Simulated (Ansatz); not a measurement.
Coupled-cluster diagnostics for Be2Br2⁺ (the lowest doublet isomer of a short search), Ansatz.

Geometry of the doublet (PBE-D4/def2-TZVP):

| atom | x (Å) | y (Å) | z (Å) |
| --- | --- | --- | --- |
| Be1 | 0.505 | -0.711 | -0.104 |
| Be2 | -1.355 | 1.920 | 0.293 |
| Br3 | 0.665 | -1.986 | -1.515 |
| Br4 | 0.185 | 0.778 | 1.326 |

Correlated methods freeze 18 core orbitals; core or outer-core shells of Br are correlated, in sets that lack core-valence functions. The structure comes from a short search, and lower isomers may exist.

Geometry of the charge 1 quartet (PBE-D4/def2-TZVP):

```xyz
4

Be   -0.560   -0.516   -0.448
Be    1.074   -1.334    1.116
Br   -1.762    1.172   -0.606
Br    1.248    0.678   -0.062
```

(1) Estimate the CCSD(T) correlation energy, the shares of MP2 and (T), T1 and the reference's ⟨S²⟩ for: charge 1, doublet, own geometry in def2-TZVPP; charge 1, quartet, own geometry in def2-TZVPP; and the rough time on 4 threads of Intel Xeon on a shared host.

## Answers

(1) 
| state | basis | correlation (eV) | MP2 share (%) | (T) share (%) | T1 | ⟨S²⟩ (pure) | wall time |
| --- | --- | --- | --- | --- | --- | --- | --- |
| charge 1, doublet, own geometry | def2-TZVPP | -18.581 | 94.0 | 3.1 | 0.008 | 0.75 (0.75) | 1.9 min |
| charge 1, quartet, own geometry | def2-TZVPP | -18.238 | 92.7 | 3.3 | 0.019 | 3.76 (3.75) | 2.3 min |
Customary marks for T1 are 0.02 (closed shells), 0.045 (open shells) and about 0.05 (3d metals). T1 stays under 0.02 throughout.
